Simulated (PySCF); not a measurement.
**Nuclear quadrupole coupling in `COc1pccs1`**

Species: C4H5OPS.
Z-matrix (Å and degrees, GFN2-xTB geometry), rows numbered from 1:
```
C 
O   1  1.4063
C   2  1.3438  1  117.84
P   3  1.7227  2  120.32  1  -179.86
C   4  1.7687  3   91.92  2   179.99
C   5  1.3479  4  118.68  3    -0.03
S   6  1.7213  5  116.81  4     0.00
H   1  1.0953  2  110.99  3   -60.79
H   1  1.0954  2  110.99  3    60.34
H   1  1.0880  2  106.29  3   179.81
H   5  1.0781  4  120.22  3   179.98
H   6  1.0748  5  126.75  4  -179.98
```

Field gradients from the PBE0/pcSseg-1 density (PySCF, non-relativistic), principal values in atomic units, ordered |Vxx| ≤ |Vyy| ≤ |Vzz|:

| atom | Vxx | Vyy | Vzz |
| --- | --- | --- | --- |
| O2 | -0.2916 | -1.6167 | 1.9083 |
| S7 | -0.3252 | -1.4943 | 1.8196 |

Question: Find the asymmetry η = (Vxx − Vyy)/Vzz and the couplings χ = eQV/h (234.96 MHz × Q in barn × V in au), with Q(17O) = −0.0256 b, Q(33S) = −0.0678 b.

Answer: 
| atom | environment | nucleus | η | χzz (MHz) | χxx (MHz) | χyy (MHz) |
| --- | --- | --- | --- | --- | --- | --- |
| O2 | aryl ether oxygen | 17O | 0.69 | -11.48 | 1.75 | 9.72 |
| S7 | thiophene-type sulfur | 33S | 0.64 | -28.99 | 5.18 | 23.81 |

The tensor is traceless: Vxx + Vyy + Vzz = 0.

Question: What is Vzz at S7 in SI units (1 au = 9.71736 × 10²¹ V/m²)?

Answer: 1.8196 au = 17.681 × 10²¹ V/m².

Were the hydrogens deuterons (Q(2H) = 0.00286 b), χzz would run from 193 kHz (H9 and H8) to 229 kHz (H12).

Geometry: GFN2-xTB, one conformer, isolated molecule. GFN2-xTB bond lengths can be off by several hundredths of an ångström, more for odd bonds, and the gradients follow them. The basis is small and wasn't made for field gradients, so the couplings can be 20 % off.
